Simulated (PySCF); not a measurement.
Adding and removing an electron: GeF

PBE0; Ge cc-pVTZ-PP with ECP10, F cc-pVTZ; scalar-relativistic core potentials (PySCF 2.14). Neutral (UKS): doublet (π ↑), Re = 1.754 Å, ωe = 667 cm⁻¹, De = 5.20 eV, HOMO -4.97 eV, LUMO -2.86 eV.

GeF⁺ (UKS): singlet (closed shell), Re = 1.676 Å, ωe = 807 cm⁻¹, De = 5.66 eV to Ge⁺ + F. The energies at the minima are -394.35115 hartree for GeF and -394.07829 for GeF⁺.

Q: Work out the adiabatic ionisation energy, without and with harmonic zero-point energies (1 hartree = 27.2114 eV, 1 eV = 8065.5 cm⁻¹), and the change of the bond length.

A: At PBE0: 0.27286 hartree = 7.425 eV between the minima; the zero-point term (807.0 − 667.0)/2 cm⁻¹ = +0.009 eV makes it 7.434 eV. Re changes by -7.8 pm against the neutral. The electron leaves a π orbital, and the shorter bond of the ion fits an antibonding orbital, or a change in how ionic the bond is.

For an ion De counts to the pair picked by the measured ionisation energies or electron affinities, which need not be the lowest pair at this level. States were picked by a PBE0 search and need not be the measured ground states.
